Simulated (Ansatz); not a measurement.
```xyz
3

Al    1.4500    0.0000    0.0000
Al   -0.7250    1.2557    0.0000
Al   -0.7250   -1.2557    0.0000
```

Basis set: pcseg-2 (spherical functions). Charge 0, multiplicity 2.

Computed with Ansatz (development build ahead of 0.2.0); each method stands on the lowest determinant of its kind that the runs found.

The atomization energy at this shape (free ground-state atoms in the same class of orbitals less the molecule, no zero-point energy) of doublet Al3:

| method | atomization energy |
| --- | --- |
| PBE (unrestricted) | 93.10 kcal/mol |

Problem. What does ROHF give?

Solution. 26.97 kcal/mol. Caution for ROHF: in another basis set an unrestricted determinant lies well below.

The shape needn't be a minimum at these levels.
